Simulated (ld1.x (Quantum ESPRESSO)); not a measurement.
# Varying the TM potential for Ni

Base potential:

```
Element                 : Ni (Z = 28)
Generator               : ld1.x (Quantum ESPRESSO) 7.5
Type                    : norm-conserving Troullier–Martins (Kleinman–Bylander form)
Functional              : PBEsol
Relativity              : scalar-relativistic
Frozen core             : [Ne]
Valence charge          : 18
Reference configuration : 3s2 3p6 3d8 4s1 4p0 (charge +1)
Partial waves           : 3s (bound): rc 1.00 bohr; 3p (bound): rc 0.90 bohr; 3d (bound): rc 1.55 bohr
Local potential         : the d channel
Core correction         : none
```

Occupied shells without a wave of their own: 4s. They enter only through the test configuration that unscreens the potential.

All-electron outer shells of the reference configuration (PBEsol, scalar-relativistic, ld1.x):

```json
{"shell": "2p", "level (eV)": "-853.15", "outermost node (bohr)": "–", "outermost maximum (bohr)": "0.16"}
{"shell": "3s", "level (eV)": "-119.89", "outermost node (bohr)": "0.30", "outermost maximum (bohr)": "0.64"}
{"shell": "3p", "level (eV)": "-80.38", "outermost node (bohr)": "0.27", "outermost maximum (bohr)": "0.65"}
{"shell": "3d", "level (eV)": "-17.95", "outermost node (bohr)": "–", "outermost maximum (bohr)": "0.63"}
{"shell": "4s", "level (eV)": "-13.18", "outermost node (bohr)": "0.92", "outermost maximum (bohr)": "2.13"}
{"shell": "4p", "level (eV)": "-7.53", "outermost node (bohr)": "1.00", "outermost maximum (bohr)": "2.67"}
```

Cutoffs, loose and tight: the cutoffs (Ry, on a coarse ladder) from which the occupation-weighted sum of valence levels, in a spherical-Bessel basis at the reference potential, stays within 10 and 1 mRy of its value at 400 Ry. They do not see the model core or the augmentation charge, which bear on the density cutoff. Test errors are all-electron minus pseudo excitation energies from the reference, over the configurations 3s2 3p6 3d8 4s2 4p0; 3s2 3p6 3d8 4s0 4p0; 3s2 3p6 3d7 4s0 4p0; 3s2 3p6 3d9 4s0 4p0; 3s1 3p6 3d8 4s2 4p0; 3s2 3p6 3d8 4s0 4p1; 3s2 3p5 3d8 4s2 4p0. A dash means not determined; rows that change the core or the reference have their own tests.

| change | outcome | cutoff, loose | cutoff, tight | bound ghosts | largest test error (meV) |
| --- | --- | --- | --- | --- | --- |
| base | generated | 160 Ry | 260 Ry | none | -295 |
| wave 3s (bound): rc 1.00 bohr becomes 3s (bound): rc 0.68 bohr | generated, misses its reference levels by 0.62 eV | 260 Ry | 300 Ry | none | -936 |
| wave 3s (bound): rc 1.00 bohr becomes 3s (bound): rc 0.84 bohr | generated, misses its reference levels by 0.49 eV | 200 Ry | over 300 Ry | none | -712 |
| wave 3s (bound): rc 1.00 bohr becomes 3s (bound): rc 0.96 bohr | generated, misses its reference levels by 0.21 eV | 160 Ry | 260 Ry | none | +262 |
| wave 3s (bound): rc 1.00 bohr becomes 3s (bound): rc 1.10 bohr | generated, misses its reference levels by 0.21 eV | 160 Ry | 230 Ry | none | -961 |
| wave 3s (bound): rc 1.00 bohr becomes 3s (bound): rc 1.20 bohr | generated, misses its reference levels by 0.68 eV | 140 Ry | 200 Ry | none | -2017 |
| wave 3s (bound): rc 1.00 bohr becomes 3s (bound): rc 1.26 bohr | generated, misses its reference levels by 0.96 eV | 140 Ry | 200 Ry | none | -2627 |

(1) What comes out with this change to the base: wave 3s (bound): rc 1.00 bohr becomes 3s (bound): rc 0.72 bohr?

(2) What comes out with this change to the base: wave 3s (bound): rc 1.00 bohr becomes 3s (bound): rc 1.48 bohr?

(3) What comes out with this change to the base: wave 3s (bound): rc 1.00 bohr becomes 3s (bound): rc 1.40 bohr?

Answers

(1) outcome: generated, misses its reference levels by 0.61 eV; cutoff, loose: 260 Ry; cutoff, tight: over 300 Ry; bound ghosts: none; largest test error (meV): -915.

(2) outcome: generated, misses its reference levels by 1.78 eV; cutoff, loose: 140 Ry; cutoff, tight: 200 Ry; bound ghosts: none; largest test error (meV): -4453.

(3) outcome: generated, misses its reference levels by 1.52 eV; cutoff, loose: 140 Ry; cutoff, tight: 200 Ry; bound ghosts: none; largest test error (meV): -3886.

Reading the sweep of the s radius (base included, trends over the rows without a ghost): The loose cutoff falls from 260 Ry at 0.68 to 140 Ry at 1.48 bohr. A larger radius leaves more room for a smooth pseudo-wave, so fewer plane waves are needed; a smaller one forces it to follow the all-electron wave where it bends sharply. The median size of the test errors (rows with all tests solved) is not monotonic: lowest 130.2 meV at 1 bohr, highest 2552.2 meV at 1.48 bohr.
